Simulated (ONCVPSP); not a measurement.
# Sb (Z = 51), ONCV: configuration errors across variants

antimony, optimised norm-conserving Vanderbilt (ONCV), made with ONCVPSP 4.0.1 (LDA (Perdew-Wang 92), scalar-relativistic). Core [Kr] 4d10, reference 5s2 5p3. Waves: 5s: rc 1.95 bohr, ncon 4, nbas 8, qcut 3.3 1/bohr, local; 5p: rc 2.15 bohr, ncon 4, nbas 7, qcut 3.6 1/bohr, 1 projector. Local part: the s channel. Core correction: none.

All-electron excitation energies from the reference (eV): (1) 5s2 5p2 8.515; (2) 5s2 5p1 24.762; (3) 5s2 5p0 49.542; (4) 5s1 5p3 17.336.

1 further variants failed, have other tests or too few solved ones, and are left out.

Errors AE − PS in meV (a dash: test not solved or not reliable):

```csv
change,(1),(2),(3),(4),bound ghosts,GHOST(+) flags above zero
base,+3.4,+30,+122,+16,none,none
"all radii scaled by about 0.84 (s 1.64, p 1.80 bohr)",+3.3,+29,+115,+18,none,none
"all radii scaled by about 0.92 (s 1.80, p 1.98 bohr)",+3.3,+29,+118,+17,none,none
"all radii scaled by about 1.04 (s 2.04, p 2.24 bohr)",+3.6,+31,+125,+15,none,none
"all radii scaled by about 1.19 (s 2.32, p 2.56 bohr)",+4.7,+35,+132,+13,none,none
"all radii scaled by about 1.25 (s 2.44, p 2.68 bohr)",+5.4,+38,+138,+11,none,none
"all radii scaled by about 1.30 (s 2.54, p 2.80 bohr)",+6.1,+41,+143,+8.9,none,none
```

(1) Give the same row for: all radii scaled by about 1.12 (s 2.18, p 2.40 bohr).

Answers

(1) +4.1, +33, +128, +14; bound ghosts: none; GHOST(+) flags above zero: none.
